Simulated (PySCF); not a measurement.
Al(H)(I)(Me) (CH₄AlI), SMILES [AlH]([CH3])[I]. Atoms are numbered in the order given.

```xyz
7

Al    -0.4410    -1.5599     0.0537
H     -1.5994    -2.1628    -0.8414
I      0.0173     0.8655    -0.2404
C      0.6364    -2.5406     1.3422
H      0.5393    -2.0981     2.3477
H      1.7057    -2.4835     1.0779
H      0.3534    -3.6031     1.4042
```
Charge 0, spin multiplicity 1.

Geometry: PBE0-D3(BJ)/def2-SVP. A frequency run showed that this geometry is not a minimum. The def2 effective core potentials stand for the cores of I; spin–orbit coupling is left out.

Calculation: TDDFT-LC-ωPBE/def2-SVPD run with PySCF.

Vertical excitations. Gas-phase values at a fixed geometry.

List the lowest excited states. (An estimate is asked for; the answer gives what the named calculation found.)


```tsv
state	energy (eV)	λ (nm)	f	main pairs
S1	5.38	231	0.001	HOMO→LUMO 88 %
S2	6.14	202	0.059	HOMO−1→LUMO 91 %
S3	6.38	194	0.001	HOMO−2→LUMO 62 %, HOMO−3→LUMO 28 %
S4	6.45	192	0.001	HOMO−3→LUMO 60 %, HOMO−2→LUMO 30 %
S5	6.57	189	0.069	HOMO→LUMO+1 47 %, HOMO→LUMO+2 27 %, HOMO→LUMO+5 13 %
S6	6.80	182	0.069	HOMO−1→LUMO+1 46 %, HOMO−1→LUMO+2 25 %, HOMO−1→LUMO+5 14 %
S7	7.60	163	0.077	HOMO→LUMO+1 35 %, HOMO→LUMO+2 26 %, HOMO→LUMO+9 16 %, HOMO→LUMO+6 10 %
S8	7.94	156	0.094	HOMO→LUMO+3 25 %, HOMO→LUMO+6 17 %, HOMO−3→LUMO+1 16 %, HOMO−2→LUMO+1 14 %
S9	7.95	156	0.112	HOMO−1→LUMO+1 32 %, HOMO−1→LUMO+6 17 %, HOMO−1→LUMO+2 17 %, HOMO−1→LUMO+9 17 %
S10	8.01	155	0.215	HOMO−2→LUMO+1 39 %, HOMO−2→LUMO+2 10 %, HOMO−2→LUMO+5 10 %, HOMO→LUMO+6 8 %
T1	5.11	243	0	HOMO→LUMO 73 %, HOMO−3→LUMO 21 %
T2	5.45	228	0	HOMO−1→LUMO 90 %
T3	5.92	209	0	HOMO−2→LUMO 69 %
T4	6.01	206	0	HOMO−3→LUMO 61 %, HOMO→LUMO 17 %, HOMO−2→LUMO 12 %
```
Triplets are in the Tamm–Dancoff approximation, which puts them higher than full response would, so one can lie above its singlet here.
